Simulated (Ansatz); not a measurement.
GeCl2⁻. Charge -1, multiplicity 4. Geometry PBE-D4/def2-TZVPD.

```xyz
3

Ge    0.000    0.003    0.003
Cl   -0.270    1.684   -1.666
Cl    0.271   -1.687    1.662
```

HSE06 is defined as in plane-wave codes, on full-range PBE exchange. At PBE-D4/def2-TZVPD, revPBE-D4/def2-TZVPD, r2SCAN-D4/def2-TZVPD, HSE06-D4/def2-TZVPD the highest occupied level of the charge -1 quartet lies above zero (up to 0.95 eV). It is a level of α spin, whose loss leaves a triplet; that state wasn't run at this geometry and level. The electron is either unbound and held by the finite basis, or the level is raised by self-interaction error. At PBE0-D4/def2-TZVPD a doublet of charge -1 lies 2.74 eV below the quartet, each at its own geometry. The structure comes from a short search, and lower isomers may exist.

(1) Estimate the α-spin orbital energies around the gap (eV) in Ansatz with PBE-D4/def2-TZVPD, revPBE-D4/def2-TZVPD, r2SCAN-D4/def2-TZVPD, PBE0-D4/def2-TZVPD, HSE06-D4/def2-TZVPD.

Answers

(1) 
```csv
orbital,PBE-D4/def2-TZVPD,revPBE-D4/def2-TZVPD,r2SCAN-D4/def2-TZVPD,PBE0-D4/def2-TZVPD,HSE06-D4/def2-TZVPD
HOMO−13,-24.81,-24.75,-25.63,-28.76,-28.35
HOMO−12,-24.74,-24.69,-25.59,-28.71,-28.30
HOMO−11,-24.74,-24.69,-25.59,-28.71,-28.30
HOMO−10,-15.18,-15.13,-16.08,-17.74,-17.31
HOMO−9,-15.12,-15.07,-16.02,-17.67,-17.24
HOMO−8,-7.45,-7.40,-8.06,-9.27,-8.84
HOMO−7,-4.83,-4.76,-5.16,-6.27,-5.86
HOMO−6,-3.27,-3.20,-3.61,-4.70,-4.29
HOMO−5,-3.27,-3.20,-3.61,-4.70,-4.29
HOMO−4,-3.05,-2.98,-3.36,-4.46,-4.05
HOMO−3,-3.05,-2.98,-3.36,-4.46,-4.05
HOMO−2,-1.88,-1.82,-2.23,-3.07,-2.68
HOMO−1,0.94,0.95,0.55,-0.15,0.24
HOMO,0.94,0.95,0.55,-0.15,0.24
LUMO,3.34,3.26,3.91,3.75,3.50
LUMO+1,3.45,3.40,4.06,3.94,3.67
LUMO+2,4.32,4.29,4.88,4.79,4.51
LUMO+3,4.34,4.29,5.01,4.79,4.51
LUMO+4,4.34,4.32,5.01,4.82,4.54
LUMO+5,4.43,4.32,5.05,4.82,4.58
β HOMO,-2.83,-2.76,-3.09,-4.16,-3.75
β LUMO,-0.71,-0.58,-0.31,0.18,-0.18
```
